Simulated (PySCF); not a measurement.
Al(Et)(OH)(NH2) (C2H8AlNO), SMILES [CH2]([Al]([OH])[NH2])C. Atoms are numbered in the order given.

```xyz
13

Al    -0.0886     0.0374     0.5327
C      0.1827    -0.9669    -1.1208
C      0.3679    -0.1125    -2.3765
H     -0.6967    -1.6270    -1.2445
H      1.0358    -1.6569    -0.9899
H      1.2744     0.5116    -2.3156
H     -0.4781     0.5763    -2.5262
H      0.4595    -0.7242    -3.2898
O     -0.9541     1.5070     0.4221
H     -1.1723     2.1115     1.1311
N      0.5168    -0.5393     2.0996
H      0.3914    -0.0897     2.9991
H      1.0495    -1.3934     2.2204
```

The structure is a stationary point at PBE0-D3(BJ)/def2-SVP. The structure was generated by enumeration; whether it is a known compound was not checked. The values are those of a single conformer.

Computed with B3LYP/def2-TZVP (PySCF).

The molecule is in vacuum.

Estimate the frontier levels, gap, dipole moment and polarisability. (Estimate from the structure and the level; the computed values follow.)


highest occupied level: -6.99 eV
lowest empty level: -0.20 eV
orbital gap: 6.79 eV
dipole moment: 1.87 D
quadrupole, principal values (traceless, Buckingham form, about the centre of nuclear charge): -2.68, -2.27, 4.95 D·Å
mean static polarisability: 60.0 bohr³ (8.89 Å³)
polarisability, principal values: 51.5, 58.3, 70.1 bohr³
